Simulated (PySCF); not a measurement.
Compound: BH₁₁NPSi₃.
Numbering: `[SiH3:1][PH:2][BH:3][N:4]([SiH3:5])[SiH3:6]` (hydrogens: H7, H8, H9 on Si1; H10 on P2; H11 on B3; H12, H13, H14 on Si5; H15, H16, H17 on Si6)

Structure used (PBE0-D3(BJ)/def2-SVP), in Å, numbered top down from 1:
```
atom  x, y, z in Å
Si1    2.5085    1.2917    0.5796
P2     1.1962    1.5350   -1.2358
B3     0.1325   -0.0686   -1.0867
N4    -0.8460   -0.2987   -0.0872
Si5   -1.2764    0.8663    1.1796
Si6   -1.8111   -1.7862   -0.1744
H7     2.9296   -0.1183    0.8470
H8     3.7295    2.1298    0.3856
H9     1.7627    1.7904    1.7736
H10    2.1574    1.0122   -2.1492
H11    0.2675   -0.8891   -1.9693
H12   -2.7498    0.7547    1.4004
H13   -0.5792    0.5422    2.4576
H14   -0.9171    2.2382    0.7253
H15   -2.0416   -2.2753    1.2190
H16   -3.1398   -1.5090   -0.7979
H17   -1.0754   -2.8103   -0.9631
```

Level of theory: TDDFT CAM-B3LYP/def2-SVPD, vertical, gas phase, core orbitals frozen in the response in PySCF.

Ground-to-excited transition dipoles (e·a0, same axes as the geometry; the sign carries no meaning), for the states with f of 0.002 or more among the lowest 7:

| state | E (hartree) | μx | μy | μz |
| --- | --- | --- | --- | --- |
| S1 | 0.1893 | 0.464 | 0.355 | 0.037 |
| S2 | 0.2210 | -0.223 | 0.070 | 0.068 |
| S3 | 0.2306 | 0.939 | 0.421 | 0.057 |
| S4 | 0.2426 | -0.034 | 0.521 | -0.637 |
| S5 | 0.2457 | 0.013 | 0.156 | 0.026 |
| S6 | 0.2532 | -0.088 | 0.108 | -0.045 |
| S7 | 0.2614 | -0.377 | -0.091 | 0.169 |

Question: Work out the oscillator strengths.

Answer: f = (2/3) ΔE |μ|² with ΔE in hartree (27.2114 eV).

| state | \|μ\|² (au) | \|μ\| (D) | f |
| --- | --- | --- | --- |
| S1 | 0.343 | 1.49 | 0.043 |
| S2 | 0.059 | 0.62 | 0.009 |
| S3 | 1.062 | 2.62 | 0.163 |
| S4 | 0.678 | 2.09 | 0.110 |
| S5 | 0.025 | 0.40 | 0.004 |
| S6 | 0.022 | 0.37 | 0.004 |
| S7 | 0.179 | 1.08 | 0.031 |

Question: Which bond between heavy atoms lies closest to the direction of the S3 transition dipole?

Answer: N4–Si6 and P2–B3, at 33° from it; next B3–N4 at 49°.

Question: What angle do the transition dipoles of S1 and S4 make?

Answer: |cos θ| = |μa·μb| / (|μa| |μb|) = 0.30, so θ ≈ 72° (taken between 0 and 90°, since the signs are arbitrary).

Question: What peak molar absorption coefficient would the strongest computed level give as a lone Gaussian band 0.5 eV wide at half height?

Answer: ε(max) = 2.175×10⁸ f / FWHM, with the width in cm⁻¹. S3: 2.175×10⁸ × 0.1632 / 4033 ≈ 8800 L mol⁻¹ cm⁻¹.

All these states lie below the vertical ionisation energy of 8.90 eV (ΔSCF).

Hardware: one thread of an Arm Neoverse V1, shared host. Cost: 2.8 min of wall time.

One conformer stands for the species.
